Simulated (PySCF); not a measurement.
## Electronic structure of Mg³⁺ (magnesium, charge +3) at the UHF level

Configuration: [He] 2s2 2p5, 2P determinant. Computed with PySCF 2.14 in aug-cc-pVDZ-DK (5s4p2d, 27 functions), with the spin-free X2C one-electron Hamiltonian (Gaussian nucleus).

```json
{
 "Total energy": "-196.151638 hartree",
 "One-electron energy": "-256.3633 hartree",
 "Hartree (Coulomb) energy": "74.8038 hartree",
 "Exchange energy": "-14.5921 hartree",
 "⟨S²⟩": "0.7501",
 "⟨L²⟩": "2.000",
 "Sum of ⟨r⟩": "4.976 bohr",
 "Sum of ⟨r²⟩": "4.028 bohr²",
 "Traceless quadrupole moment −½Σ⟨3z² − r²⟩ along its main axis": "0.230 e·bohr²",
 "Langevin diamagnetic susceptibility": "-3.19 ×10⁻⁶ cm³/mol",
 "Time after the integrals": "0.05 s of wall time on 1 thread of Intel(R) Xeon(R) Platinum 8559C (shared host)"
}
```

| shell | electrons | mean orbital energy (eV) | spread (eV) | rms radius, mean of both spins (bohr) |
| --- | --- | --- | --- | --- |
| 1s α | 1 | -1406.3 | 0 | 0.151 |
| 1s β | 1 | -1404.1 | 0 | 0.151 |
| 2s α | 1 | -157.52 | 0 | 0.744 |
| 2s β | 1 | -150.09 | 0 | 0.744 |
| 2p α | 3 | -117.60 | 4.121 | 0.758 |
| 2p β | 2 | -114.15 | 0 | 0.758 |
